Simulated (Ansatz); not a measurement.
Input for Ansatz (a first-principles code): R-CCSD(T)/cc-pVQZ on BFH2O (SMILES OBF), a point of a torsion scan.

Ansatz 0.2 input:
```yaml
crystal:
  periodic: [false, false, false]
  atoms:
    - {symbol: O, position_ang: [0.92661669, -0.05082762, -0.37468488]}
    - {symbol: B, position_ang: [-0.36269272, 0.25521273, -0.40468440]}
    - {symbol: F, position_ang: [-0.81756757, 1.30165176, 0.28659648]}
    - {symbol: H, position_ang: [1.40410076, -0.25759214, 0.42382295]}
    - {symbol: H, position_ang: [-1.07979966, -0.18659130, -1.22117615]}
basis:
  gaussian:
    orbitals: cc-pVQZ
magnetization: {spin_polarized: false}
correlation: {method: ccsd_t, electrons: outside_noble_gas}
scf: {lower_state_search: off}
```

The head of its log:

```
WARN ansatz: RAYON_NUM_THREADS=1 ignored (pool sized by the plan → 1); use --threads N
Functional definition: HF
these checks for a lower state are left out or cut short: stability, starts, cluster_reference, orbital_swaps, neighbouring_geometries, increment
integrals: 1.16 GiB planned
1358 factors; integrals over basis functions are off by at most 1.0e-3 eV
mean field: 0.60 GiB planned
mean field evaluation 1: about -5449.2140 eV, gradient 3.9e1 eV
mean field evaluation 2: about -5449.2146 eV, gradient 3.9e1 eV
mean field evaluation 4: about -5451.7873 eV, gradient 2.3e0 eV
mean field evaluation 8: about -5451.8077 eV, gradient 1.7e-1 eV
mean field -5451.80779675 eV, -200.3502411625 hartree, gradient 1.8e-6 eV, S^2 0.000000; 0 other end points of the search recorded, 0 dependent functions left out
3 core orbitals not correlated
reference -5451.80779675 eV, -200.3502411625 hartree; 9, 9 occupied and 213, 213 virtual orbitals, 1358 factors
```

Task: What total energy does the run end on?

Result: -201.0179 hartree (reference determinant -200.3502, T1 diagnostic 0.012).
